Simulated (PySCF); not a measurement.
# Li₂Te, singlet: data card

All numbers come from PBE0/[Te def2-TZVP with ECP28, Li def2-TZVP], scalar-relativistic core potentials, density fitting, no spin–orbit coupling, PySCF.

The structure is a higher-order saddle point with 2 imaginary modes (one degenerate set).

```
Point group                                                                   : D∞h
Bond lengths                                                                  : Te–Li 2.382 Å (×2)
Bond angles                                                                   : Li–Te–Li 180.0°
Principal polarisabilities                                                    : 76.8, 76.8, 128.9 bohr³
Lowest empty level                                                            : -1.10 eV
Highest occupied level                                                        : -4.34 eV
Dipole moment                                                                 : 0.00 D
Zero-point energy (real modes)                                                : 6.0 kJ/mol
Atomisation energy without zero-point energy                                  : 476 kJ/mol
Rotational constants                                                          : 0.2117 cm⁻¹
Principal quadrupole moments (Buckingham, traceless) about the centre of mass : -23.02, -23.02, 46.04 D Å
```

Harmonic modes (masses in u: Te 129.906, Li 7.016):
```tsv
symmetry	ω (cm⁻¹)	IR (km/mol, summed over degenerate members)
πu	55i	–
σg+	498	0.0
σu+	510	226
```

In D∞h the vibrations span πu + σg+ + σu+. The σg+ mode carries no infrared intensity, as symmetry demands. With a centre of inversion only u modes can be infrared active and only g modes Raman active.

Charges (e):
| atom | Mulliken | Löwdin | polar tensor | Mayer order to Te1 |
| --- | --- | --- | --- | --- |
| Te1 | -1.06 | -0.58 | -1.21 | – |
| Li2,3 | 0.53 | 0.29 | 0.60 | 0.78 |

Mulliken populations on Te1 (electrons outside its core potential): s 3.93, p 11.12, d 10.01, f 0.01.

Outer orbital energies (eV). occupied: -13.93, -5.75, -4.34, -4.34; empty: -1.10, -0.80, 0.58, 0.58.

Only a few start shapes were tried, so a lower isomer may exist. At this level a singlet minimum of C2v symmetry lies 13 kJ/mol below this structure.

The final relaxation and frequency run took roughly 16 core-seconds on a shared host.
